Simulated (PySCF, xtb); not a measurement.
C2H7BrGe, SMILES [CH3][GeH]([CH3])[Br].

GFN2-xTB (xtb) at its own geometry gives an orbital gap of 6.53 eV and a dipole moment of 5.90 D.

Coordinates come from a PBE-D3(BJ)/def2-SVP optimisation.

What does PBE/def2-TZVP in PySCF give? (An estimate is asked for; the answer gives what the named calculation found.)

gap 5.66 eV (levels -6.61 and -0.95 eV), dipole 2.69 D.
